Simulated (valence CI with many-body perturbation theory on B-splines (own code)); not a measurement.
**Which ion has this spectrum?**

A relativistic CI+MBPT calculation for an atom or ion with 6 electrons gives these levels (eV):

| J | Parity | E | g |
| --- | --- | --- | --- |
| 0 | even | 0.0 |  |
| 1 | even | 498.6 | 1.48 |
| 2 | even | 515.3 | 1.16 |
| 2 | odd | 710.6 | 1.54 |
| 1 | odd | 777.7 | 1.10 |
| 2 | even | 1028.5 | 1.30 |
| 0 | even | 1074.2 |  |
| 2 | odd | 1189.4 | 1.55 |
| 3 | odd | 1227.4 | 1.31 |
| 0 | odd | 1270.1 |  |
| 1 | odd | 1286.9 | 1.30 |
| 2 | odd | 1297.1 | 1.06 |
| 1 | odd | 1300.4 | 1.33 |
| 2 | even | 1523.4 | 1.33 |

The energies are calculated, and their last digits are not significant.

Question: Which is it?
A. Pm55+
B. Ce52+
C. Pr53+
D. Sm56+

Answer: C. Pr53+, ground level (2s^2 2p1/2^2) J=0.
